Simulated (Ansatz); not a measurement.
Isolated molecules relaxed with PBE0-D4/def2-TZVP in Ansatz; ΔE leaves out vibrations. CCSD(T)/CBS is the MP2 limit (def2-TZVPP, def2-QZVPP) plus CCSD(T) − MP2 in def2-TZVPP, frozen cores. This one scheme is used for every species. DFT in def2-TZVPP. B3LYP here is the variant with VWN-RPA as its local correlation; programs differ in this. For Ge outer-core shells are correlated without core-valence functions, which leaves a few kJ/mol of doubt a bond. Scalar relativity is left out up to krypton. Each species was taken in one conformer, which may not be the lowest.

`F[SiH2][GeH]([F])[Cl]` → `[F][GeH]([F])[Cl]` + `[SiH2]`  (silylene formation by 1,1-elimination)

`F[SiH2][GeH]([F])[Cl]`:

Cartesian coordinates in Å:
```
F -0.145 0.233 2.239
Si 0.584 -0.484 1.014
Ge -0.370 0.353 -1.020
F 0.010 2.045 -1.141
Cl -2.507 0.240 -0.891
H 2.033 -0.177 1.064
H 0.347 -1.945 1.096
H 0.049 -0.266 -2.363
```

`[F][GeH]([F])[Cl]`:

Cartesian coordinates in Å:
```
F -0.070 -1.675 0.287
Ge -0.116 0.009 -0.027
F -0.177 0.752 1.515
Cl 1.712 0.547 -0.932
H -1.348 0.367 -0.843
```

`[SiH2]`:

Z-matrix (Å, degrees):
```
Si
H 1 1.525
H 1 1.525 2 91.2
```

| level | ΔE (eV) | difference from CCSD(T)/CBS |
| --- | --- | --- |
| PBE-D4 | 3.19 | 0.06 |
| r2SCAN-D4 | 3.30 | 0.17 |
| PBE0-D4 | 3.25 | 0.12 |
| B3LYP-D4 | 3.12 | -0.01 |
| ωB97X-V | 3.17 | 0.04 |
| ωB97M-V | 3.03 | -0.10 |
| B2PLYP | 3.05 | -0.08 |
| PBE | 3.11 | -0.02 |
| r2SCAN | 3.28 | 0.15 |
| PBE0 | 3.19 | 0.06 |
| B3LYP | 2.99 | -0.14 |
| HF/def2-TZVPP | 2.87 | -0.26 |
| MP2/def2-TZVPP | 3.16 | 0.03 |
| SCS-MP2/def2-TZVPP | 3.04 | -0.09 |
| CCSD/def2-TZVPP | 2.95 | -0.18 |
| CCSD(T)/def2-TZVPP | 2.98 | -0.15 |
| HF/def2-QZVPP | 2.88 | -0.25 |
| MP2/def2-QZVPP | 3.25 | 0.12 |
| SCS-MP2/def2-QZVPP | 3.12 | -0.01 |
| HF/CBS(def2) | 2.88 | -0.25 |
| MP2/CBS(def2) | 3.31 | 0.18 |
| CCSD/CBS(def2) | 3.10 | -0.03 |
| CCSD(T)/CBS | 3.13 | 0 |

Largest T1 diagnostic among the species: 0.014.

The D4 term adds +0.12 eV with B3LYP and +0.07 eV with PBE0; it sums over pairs of atoms, weighted by their polarisabilities, and B3LYP, whose exchange is more repulsive, gets the larger term. In def2-TZVPP, CCSD(T) changes the Hartree–Fock value by +0.11 eV (the triples alone add +0.03 eV) and MP2 by +0.29 eV. From PBE to PBE0 (25 % exact exchange), in def2-TZVPP and without D4, ΔE moves by +0.08 eV.
